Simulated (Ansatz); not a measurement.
Consider the atomization: `FC(F)(F)C1=CC(C(F)(F)F)=[O+][Al-]([F])([F])[O]1` → Al• + 5 C• + 8 F• + H• + 2 O•.

Gas-phase electronic energies from Ansatz, PBE0-D4/def2-TZVP geometries. CCSD(T)/CBS adds triple-zeta CCSD(T) − MP2 to the extrapolated MP2 energy (def2 sets, frozen cores). This one scheme is used for every species, atoms too. Functionals use def2-TZVPP. B3LYP here is the variant with VWN-RPA as its local correlation; programs differ in this. HSE06 is defined as in plane-wave codes. Open shells (•) are unrestricted, without spin–orbit coupling. Spin–orbit coupling would lower the free atoms: a little for Al, C, F, O.

```csv
level,ΔE (eV),difference from CCSD(T)/CBS
PBE-D4,87.16,4.19
r2SCAN-D4,84.13,1.16
HSE06-D4,83.72,0.75
PBE-QIDH,82.68,-0.29
r2SCAN,83.98,1.01
B3LYP,81.56,-1.41
r2SCANh,82.73,-0.24
r2SCAN0,80.94,-2.03
HSE06,83.28,0.31
BHLYP,77.26,-5.71
CAM-B3LYP,83.09,0.12
CCSD/def2-SVP,77.71,-5.26
CCSD/def2-TZVPP,78.45,-4.52
HF/def2-QZVPP,57.09,-25.88
SCS-MP2/def2-QZVPP,83.90,0.93
MP2/CBS(def2),87.50,4.53
CCSD(T)/CBS,82.97,0
```

Largest T1 diagnostic among the species: 0.018.

From PBE to PBE0 (25 % exact exchange), in def2-TZVPP and without D4, ΔE moves by −3.45 eV: exact exchange takes away binding that semilocal exchange gives to molecules. At CCSD(T), def2-SVP lies −3.93 eV from the extrapolated value and def2-TZVPP −2.46 eV: correlation converges slowly with the basis, and small sets miss more of it in the bonded molecule than in its fragments.

For atomizations the MP2-based limit and the directly extrapolated one differ by several kJ/mol either way, and by 10 to 25 for some Ge, Se and Sn compounds, so smaller differences from it don't rank the levels.
